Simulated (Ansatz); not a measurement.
Consider the formal hydrolysis of a C–Cl bond: `N=C(Cl)[SiH2][SiH3]` + H₂O → `N=C(O)[SiH2][SiH3]` + HCl.

Program: Ansatz. Geometries: PBE0-D4/def2-TZVP. ΔE: electronic, gas phase. CBS: MP2 limit from def2 TZ/QZ plus the TZ coupled-cluster correction, frozen cores. This one scheme is used for every species. DFT in def2-TZVPP. B3LYP here is the variant with VWN-RPA as its local correlation; programs differ in this. One conformer a species, not always the lowest.

Problem. Is it downhill or uphill in electronic energy at CCSD(T)/CBS, and by how much? (An estimate is asked.)

Solution. Computed: Downhill: ΔE = -5.6 kcal/mol.

Problem. What do these levels give: B3LYP-D4, ωB97X-V, PBE, PBE0, B3LYP, HF/def2-TZVPP, MP2/def2-TZVPP, CCSD/def2-TZVPP, SCS-MP2/def2-QZVPP, HF/CBS(def2), MP2/CBS(def2), CCSD/CBS(def2)? (Estimate.)

Solution. The calculation gave: B3LYP-D4 -7.0, ωB97X-V -8.4, PBE -7.4, PBE0 -8.0, B3LYP -8.2, HF/def2-TZVPP -10.6, MP2/def2-TZVPP -5.8, CCSD/def2-TZVPP -7.8, SCS-MP2/def2-QZVPP -5.6, HF/CBS(def2) -10.3, MP2/CBS(def2) -4.3, CCSD/CBS(def2) -6.3 kcal/mol.

Largest T1 diagnostic among the species: 0.015.

The D4 term adds +1.2 kcal/mol with B3LYP and +0.6 kcal/mol with PBE0; it sums over pairs of atoms, weighted by their polarisabilities, and B3LYP, whose exchange is more repulsive, gets the larger term. In def2-TZVPP, CCSD(T) changes the Hartree–Fock value by +3.4 kcal/mol (the triples alone add +0.7 kcal/mol) and MP2 by +4.7 kcal/mol.
